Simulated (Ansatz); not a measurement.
Relaxation of Si₃₇H₅₁, a nanocrystal with a defect cut from the lattice of silicon (one cap removed) with UKS PBE-D4/def2-SVP.

```sh
$ ansatz run in.yaml --threads 11 --pin off --events-out ev --progress --plain --max-ram 110592MiB --backend cuda --devices 0, --max-vram 75GiB
```

```yaml
crystal:
  periodic: [false, false, false]
  atoms:
    - {symbol: Si, position_ang: [-6.638210, -1.081470, 0.926310]}
    - {symbol: Si, position_ang: [-3.750170, -3.749170, 0.795210]}
    - {symbol: Si, position_ang: [-3.956640, -0.892070, -1.737160]}
    - {symbol: Si, position_ang: [-3.956420, 1.909250, 0.788060]}
    - {symbol: Si, position_ang: [-4.093220, 5.183660, -1.628180]}
    - {symbol: Si, position_ang: [-1.084160, -6.637620, 0.926120]}
    - {symbol: Si, position_ang: [-0.893970, -3.953940, -1.736660]}
    - {symbol: Si, position_ang: [-0.998300, -0.998140, 0.788970]}
    - {symbol: Si, position_ang: [1.907840, -3.956250, 0.786770]}
    - {symbol: Si, position_ang: [1.912710, -1.133010, -1.718350]}
    - {symbol: Si, position_ang: [-1.133180, 1.911670, -1.717930]}
    - {symbol: Si, position_ang: [-1.107490, 4.584810, 0.842100]}
    - {symbol: Si, position_ang: [1.825120, 1.824900, 0.777210]}
    - {symbol: Si, position_ang: [1.602770, 4.745380, -1.824050]}
    - {symbol: Si, position_ang: [5.185250, -4.092420, -1.624760]}
    - {symbol: Si, position_ang: [4.584060, -1.107660, 0.844350]}
    - {symbol: Si, position_ang: [4.747410, 1.600240, -1.822710]}
    - {symbol: Si, position_ang: [4.623970, 4.621870, 0.651680]}
    - {symbol: Si, position_ang: [-2.362590, -5.208910, -0.419150]}
    - {symbol: Si, position_ang: [-5.211010, -2.361830, -0.418110]}
    - {symbol: Si, position_ang: [-5.549870, 0.671460, 1.999770]}
    - {symbol: Si, position_ang: [-2.376590, -2.376650, 2.094580]}
    - {symbol: Si, position_ang: [-2.482720, 0.444000, -0.482010]}
    - {symbol: Si, position_ang: [-5.122290, 3.315870, -0.708320]}
    - {symbol: Si, position_ang: [-2.670420, 3.380210, 2.097160]}
    - {symbol: Si, position_ang: [-2.329650, 6.115420, -0.438730]}
    - {symbol: Si, position_ang: [0.669530, -5.550610, 1.998840]}
    - {symbol: Si, position_ang: [3.316280, -5.120380, -0.708040]}
    - {symbol: Si, position_ang: [0.446200, -2.481730, -0.481680]}
    - {symbol: Si, position_ang: [0.414060, 0.414360, 2.016410]}
    - {symbol: Si, position_ang: [3.378320, -2.671710, 2.097460]}
    - {symbol: Si, position_ang: [3.264380, 0.347910, -0.496420]}
    - {symbol: Si, position_ang: [0.349870, 3.263340, -0.497260]}
    - {symbol: Si, position_ang: [3.268570, 3.267860, 1.979140]}
    - {symbol: Si, position_ang: [3.211790, 5.950820, -0.645890]}
    - {symbol: Si, position_ang: [6.116640, -2.328130, -0.435100]}
    - {symbol: Si, position_ang: [5.952170, 3.208890, -0.645840]}
    - {symbol: H, position_ang: [-7.346980, -1.958100, 1.873290]}
    - {symbol: H, position_ang: [-7.733870, -0.508060, 0.126550]}
    - {symbol: H, position_ang: [-4.588310, -4.587720, 1.680790]}
    - {symbol: H, position_ang: [-4.867750, -0.010240, -2.482510]}
    - {symbol: H, position_ang: [-3.230300, -1.584130, -2.808200]}
    - {symbol: H, position_ang: [-5.093310, 6.216000, -1.951760]}
    - {symbol: H, position_ang: [-3.579550, 4.800020, -2.952360]}
    - {symbol: H, position_ang: [-1.962490, -7.345430, 1.872040]}
    - {symbol: H, position_ang: [-0.511950, -7.734510, 0.127310]}
    - {symbol: H, position_ang: [-1.587330, -3.228160, -2.807040]}
    - {symbol: H, position_ang: [-0.012110, -4.863440, -2.484040]}
    - {symbol: H, position_ang: [1.188700, -0.398800, -2.760930]}
    - {symbol: H, position_ang: [2.794430, -2.030790, -2.491180]}
    - {symbol: H, position_ang: [-2.031590, 2.792950, -2.491590]}
    - {symbol: H, position_ang: [-0.399290, 1.186050, -2.759900]}
    - {symbol: H, position_ang: [-0.196770, 5.327770, 1.745080]}
    - {symbol: H, position_ang: [0.698720, 5.596610, -2.614240]}
    - {symbol: H, position_ang: [2.298810, 3.950670, -2.851380]}
    - {symbol: H, position_ang: [4.804760, -3.577430, -2.949510]}
    - {symbol: H, position_ang: [6.218280, -5.091470, -1.949270]}
    - {symbol: H, position_ang: [5.324760, -0.196040, 1.747950]}
    - {symbol: H, position_ang: [3.953860, 2.295320, -2.851390]}
    - {symbol: H, position_ang: [5.597930, 0.695530, -2.611510]}
    - {symbol: H, position_ang: [-3.242620, -6.028300, -1.281230]}
    - {symbol: H, position_ang: [-6.030900, -3.242230, -1.280120]}
    - {symbol: H, position_ang: [-4.890160, 0.153200, 3.209120]}
    - {symbol: H, position_ang: [-6.534680, 1.618250, 2.549670]}
    - {symbol: H, position_ang: [-3.171480, -1.544210, 3.006660]}
    - {symbol: H, position_ang: [-1.542940, -3.172360, 3.005020]}
    - {symbol: H, position_ang: [-5.626810, 2.439970, -1.778590]}
    - {symbol: H, position_ang: [-6.365870, 3.752710, -0.045660]}
    - {symbol: H, position_ang: [-3.582950, 4.320330, 2.776000]}
    - {symbol: H, position_ang: [-2.070240, 2.661720, 3.224230]}
    - {symbol: H, position_ang: [-2.840290, 7.230170, 0.375970]}
    - {symbol: H, position_ang: [-1.404680, 6.793600, -1.359890]}
    - {symbol: H, position_ang: [1.614580, -6.537630, 2.547330]}
    - {symbol: H, position_ang: [0.153650, -4.892500, 3.210020]}
    - {symbol: H, position_ang: [2.443100, -5.625350, -1.779060]}
    - {symbol: H, position_ang: [3.753200, -6.363970, -0.047540]}
    - {symbol: H, position_ang: [1.225360, -0.395740, 2.934360]}
    - {symbol: H, position_ang: [-0.393690, 1.226980, 2.934800]}
    - {symbol: H, position_ang: [2.659450, -2.071660, 3.223810]}
    - {symbol: H, position_ang: [4.318080, -3.583750, 2.776910]}
    - {symbol: H, position_ang: [2.428080, 4.062060, 2.892840]}
    - {symbol: H, position_ang: [4.062880, 2.426460, 2.892230]}
    - {symbol: H, position_ang: [2.485090, 6.891190, 0.226370]}
    - {symbol: H, position_ang: [3.990500, 6.843230, -1.521760]}
    - {symbol: H, position_ang: [7.231530, -2.837920, 0.379890]}
    - {symbol: H, position_ang: [6.795930, -1.403250, -1.355620]}
    - {symbol: H, position_ang: [6.893750, 2.483960, 0.226340]}
    - {symbol: H, position_ang: [6.843420, 3.988230, -1.522100]}
basis:
  gaussian: {orbitals: def2-SVP, fitting: {mean_field: def2-universal-jkfit}}
magnetization: {spin_polarized: true, initial_magnetization: 1}
hamiltonian: {xc: pbe, dispersion: d4}
scf: {lower_state_search: "off"}
output: {orbitals: {seedname: orbitals}}
relax: {f_tol: 0.03, max_steps: 70}
```

Run time 35 s (11 threads of AMD EPYC 7R13 on a shared host and a whole NVIDIA H100 80GB HBM3), peak host memory 1.6 GiB.

Positions (Å) and forces (eV/Å) at steps 1, 2 of 7:

```xyz
88
step=1 energy=-292074.4547 eV
Si   -6.638   -1.081    0.926    0.384   -0.033   -0.141
Si   -3.750   -3.749    0.795    0.237    0.238   -0.106
Si   -3.957   -0.892   -1.737    0.181    0.192    0.221
Si   -3.956    1.909    0.788    0.588   -0.281   -0.350
Si   -4.093    5.184   -1.628    0.258   -0.195    0.032
Si   -1.084   -6.638    0.926   -0.039    0.388   -0.147
Si   -0.894   -3.954   -1.737    0.211    0.188    0.219
Si   -0.998   -0.998    0.789   -0.033   -0.036   -0.525
Si    1.908   -3.956    0.787   -0.276    0.575   -0.332
Si    1.913   -1.133   -1.718    0.045   -0.015    0.076
Si   -1.133    1.912   -1.718   -0.019    0.043    0.073
Si   -1.107    4.585    0.842    0.210   -0.434   -0.175
Si    1.825    1.825    0.777    0.051    0.041   -0.646
Si    1.603    4.745   -1.824   -0.061   -0.482    0.117
Si    5.185   -4.092   -1.625   -0.184    0.272    0.024
Si    4.584   -1.108    0.844   -0.432    0.202   -0.171
Si    4.747    1.600   -1.823   -0.495   -0.063    0.119
Si    4.624    4.622    0.652   -0.249   -0.247   -0.135
Si   -2.363   -5.209   -0.419    0.078    0.448    0.124
Si   -5.211   -2.362   -0.418    0.454    0.079    0.109
Si   -5.550    0.671    2.000    0.346    0.148   -0.077
Si   -2.377   -2.377    2.095    0.179    0.176   -0.238
Si   -2.483    0.444   -0.482    0.083   -0.047    0.597
Si   -5.122    3.316   -0.708    0.205   -0.373    0.211
Si   -2.670    3.380    2.097   -0.143   -0.287   -0.209
Si   -2.330    6.115   -0.439    0.137   -0.271    0.019
Si    0.670   -5.551    1.999    0.152    0.350   -0.079
Si    3.316   -5.120   -0.708   -0.369    0.212    0.211
Si    0.446   -2.482   -0.482   -0.079    0.082    0.587
Si    0.414    0.414    2.016    0.033    0.029   -0.099
Si    3.378   -2.672    2.097   -0.282   -0.139   -0.215
Si    3.264    0.348   -0.496   -0.365    0.058    0.377
Si    0.350    3.263   -0.497    0.040   -0.358    0.377
Si    3.269    3.268    1.979   -0.205   -0.210   -0.088
Si    3.212    5.951   -0.646    0.014   -0.134    0.255
Si    6.117   -2.328   -0.435   -0.269    0.131    0.016
Si    5.952    3.209   -0.646   -0.130    0.024    0.262
H    -7.347   -1.958    1.873   -0.154   -0.378    0.590
H    -7.734   -0.508    0.127   -0.344    0.290   -0.564
H    -4.588   -4.588    1.681   -0.293   -0.294    0.415
H    -4.868   -0.010   -2.483   -0.536    0.504   -0.213
H    -3.230   -1.584   -2.808    0.428   -0.487   -0.407
H    -5.093    6.216   -1.952   -0.509    0.467    0.076
H    -3.580    4.800   -2.952    0.336   -0.284   -0.562
H    -1.962   -7.345    1.872   -0.380   -0.153    0.594
H    -0.512   -7.735    0.127    0.291   -0.345   -0.566
H    -1.587   -3.228   -2.807   -0.488    0.433   -0.407
H    -0.012   -4.863   -2.484    0.503   -0.538   -0.213
H     1.189   -0.399   -2.761   -0.462    0.416   -0.461
H     2.794   -2.031   -2.491    0.480   -0.461   -0.217
H    -2.032    2.793   -2.492   -0.452    0.474   -0.212
H    -0.399    1.186   -2.760    0.414   -0.459   -0.460
H    -0.197    5.328    1.745    0.197    0.345    0.406
H     0.699    5.597   -2.614   -0.444    0.557   -0.189
H     2.299    3.951   -2.851    0.363   -0.415   -0.365
H     4.805   -3.577   -2.950   -0.286    0.337   -0.560
H     6.218   -5.091   -1.949    0.466   -0.512    0.079
H     5.325   -0.196    1.748    0.346    0.199    0.409
H     3.954    2.295   -2.851   -0.417    0.365   -0.366
H     5.598    0.696   -2.612    0.567   -0.454   -0.196
H    -3.243   -6.028   -1.281   -0.272   -0.321   -0.382
H    -6.031   -3.242   -1.280   -0.317   -0.267   -0.376
H    -4.890    0.153    3.209    0.401   -0.337    0.472
H    -6.535    1.618    2.550   -0.554    0.461    0.081
H    -3.171   -1.544    3.007   -0.514    0.476    0.336
H    -1.543   -3.172    3.005    0.474   -0.514    0.334
H    -5.627    2.440   -1.779   -0.134   -0.336   -0.642
H    -6.366    3.753   -0.046   -0.435    0.257    0.478
H    -3.583    4.320    2.776   -0.464    0.551    0.098
H    -2.070    2.662    3.224    0.447   -0.424    0.486
H    -2.840    7.230    0.376   -0.290    0.336    0.599
H    -1.405    6.794   -1.360    0.426    0.207   -0.567
H     1.615   -6.538    2.547    0.466   -0.555    0.079
H     0.154   -4.893    3.210   -0.337    0.403    0.472
H     2.443   -5.625   -1.779   -0.346   -0.138   -0.657
H     3.753   -6.364   -0.048    0.261   -0.450    0.490
H     1.225   -0.396    2.934    0.484   -0.472    0.326
H    -0.394    1.227    2.935   -0.476    0.485    0.330
H     2.659   -2.072    3.224   -0.428    0.450    0.492
H     4.318   -3.584    2.777    0.553   -0.468    0.100
H     2.428    4.062    2.893   -0.411    0.492    0.288
H     4.063    2.426    2.892    0.489   -0.409    0.285
H     2.485    6.891    0.226   -0.350    0.304    0.518
H     3.990    6.843   -1.522    0.371    0.230   -0.547
H     7.232   -2.838    0.380    0.335   -0.291    0.601
H     6.796   -1.403   -1.356    0.205    0.426   -0.567
H     6.894    2.484    0.226    0.306   -0.352    0.519
H     6.843    3.988   -1.522    0.232    0.373   -0.549
88
step=2 energy=-292076.0012 eV
Si   -6.552   -1.064    0.915    0.186    0.007   -0.093
Si   -3.697   -3.696    0.858    0.106    0.107   -0.249
Si   -3.897   -0.843   -1.822    0.033   -0.085    0.259
Si   -3.856    1.864    0.772    0.068   -0.115   -0.068
Si   -4.024    5.096   -1.664    0.012   -0.020    0.149
Si   -1.067   -6.551    0.914    0.007    0.185   -0.094
Si   -0.845   -3.896   -1.822   -0.080    0.035    0.259
Si   -0.974   -0.973    0.808    0.011    0.008   -0.117
Si    1.864   -3.857    0.772   -0.119    0.068   -0.066
Si    1.893   -1.141   -1.850    0.037   -0.044    0.315
Si   -1.141    1.892   -1.850   -0.045    0.040    0.315
Si   -1.057    4.522    0.897    0.062   -0.110   -0.155
Si    1.782    1.782    0.763   -0.061   -0.061   -0.056
Si    1.573    4.645   -1.875   -0.070    0.102    0.205
Si    5.098   -4.022   -1.661   -0.017    0.011    0.148
Si    4.521   -1.057    0.900   -0.109    0.060   -0.152
Si    4.647    1.570   -1.874    0.097   -0.068    0.205
Si    4.487    4.486    0.626    0.003    0.002   -0.046
Si   -2.340   -5.115   -0.465    0.081    0.131    0.222
Si   -5.116   -2.339   -0.464    0.130    0.081    0.219
Si   -5.464    0.690    2.059    0.087   -0.045   -0.213
Si   -2.324   -2.325    2.192   -0.028   -0.028   -0.278
Si   -2.415    0.434   -0.493   -0.007   -0.024    0.076
Si   -5.109    3.217   -0.731    0.167   -0.003    0.110
Si   -2.643    3.325    2.175   -0.075    0.120   -0.297
Si   -2.259    6.065   -0.437   -0.027   -0.198    0.087
Si    0.689   -5.465    2.058   -0.042    0.092   -0.214
Si    3.218   -5.108   -0.731   -0.003    0.171    0.113
Si    0.433   -2.414   -0.493   -0.026   -0.009    0.076
Si    0.414    0.414    2.126    0.037    0.031   -0.293
Si    3.324   -2.644    2.176    0.120   -0.074   -0.300
Si    3.178    0.319   -0.507   -0.001    0.094    0.121
Si    0.319    3.177   -0.508    0.092    0.000    0.121
Si    3.183    3.182    2.078    0.007    0.006   -0.261
Si    3.130    5.928   -0.637    0.058   -0.284    0.057
Si    6.067   -2.258   -0.433   -0.198   -0.028    0.086
Si    5.929    3.128   -0.637   -0.283    0.061    0.059
H    -7.233   -1.930    1.934   -0.046   -0.110    0.085
H    -7.623   -0.495    0.029   -0.070    0.107   -0.067
H    -4.545   -4.545    1.764   -0.095   -0.095    0.069
H    -4.876    0.061   -2.511   -0.051    0.118   -0.062
H    -3.159   -1.623   -2.863    0.100   -0.029   -0.149
H    -5.069    6.154   -1.891   -0.072    0.065   -0.021
H    -3.491    4.701   -3.004    0.073   -0.046   -0.180
H    -1.934   -7.231    1.933   -0.110   -0.046    0.086
H    -0.498   -7.624    0.029    0.106   -0.070   -0.067
H    -1.625   -3.156   -2.862   -0.029    0.100   -0.150
H     0.059   -4.874   -2.514    0.117   -0.051   -0.061
H     1.123   -0.377   -2.876   -0.072    0.094   -0.166
H     2.833   -2.075   -2.560    0.043   -0.073   -0.046
H    -2.075    2.833   -2.562   -0.070    0.042   -0.044
H    -0.377    1.121   -2.876    0.093   -0.072   -0.165
H    -0.214    5.341    1.839    0.133    0.012    0.035
H     0.668    5.607   -2.595   -0.138   -0.007   -0.081
H     2.313    3.846   -2.902    0.075   -0.060   -0.113
H     4.705   -3.488   -3.002   -0.045    0.072   -0.178
H     6.155   -5.068   -1.888    0.064   -0.070   -0.021
H     5.338   -0.213    1.843    0.013    0.133    0.036
H     3.849    2.310   -2.902   -0.061    0.075   -0.114
H     5.609    0.665   -2.592   -0.005   -0.141   -0.082
H    -3.203   -5.977   -1.344   -0.117   -0.058   -0.078
H    -5.979   -3.202   -1.342   -0.056   -0.114   -0.077
H    -4.787    0.121    3.266    0.065   -0.058    0.164
H    -6.525    1.643    2.536   -0.025    0.136    0.021
H    -3.197   -1.477    3.065   -0.041    0.122    0.112
H    -1.476   -3.198    3.063    0.122   -0.040    0.112
H    -5.613    2.397   -1.882   -0.049   -0.122   -0.073
H    -6.318    3.706    0.020   -0.032    0.021    0.086
H    -3.589    4.341    2.762   -0.078    0.030    0.016
H    -1.987    2.598    3.300    0.033   -0.099    0.175
H    -2.805    7.128    0.475   -0.067    0.024    0.075
H    -1.358    6.747   -1.422    0.131    0.070   -0.072
H     1.642   -6.526    2.533    0.136   -0.026    0.022
H     0.122   -4.789    3.266   -0.057    0.065    0.164
H     2.400   -5.611   -1.883   -0.126   -0.051   -0.078
H     3.706   -6.317    0.020    0.022   -0.036    0.088
H     1.275   -0.439    3.003    0.068   -0.075    0.108
H    -0.438    1.276    3.003   -0.077    0.069    0.109
H     2.595   -1.988    3.300   -0.100    0.035    0.177
H     4.339   -3.591    2.763    0.031   -0.079    0.016
H     2.351    4.078    2.951   -0.098    0.030    0.062
H     4.078    2.349    2.950    0.029   -0.098    0.062
H     2.418    6.860    0.299   -0.129    0.038    0.073
H     3.942    6.768   -1.582    0.088    0.027   -0.067
H     7.129   -2.804    0.480    0.023   -0.068    0.074
H     6.749   -1.356   -1.418    0.070    0.131   -0.071
H     6.862    2.417    0.298    0.039   -0.129    0.074
H     6.769    3.940   -1.583    0.028    0.089   -0.068
```

Single mean-field runs in def2-SVP are fitted with def2-universal-jkfit.
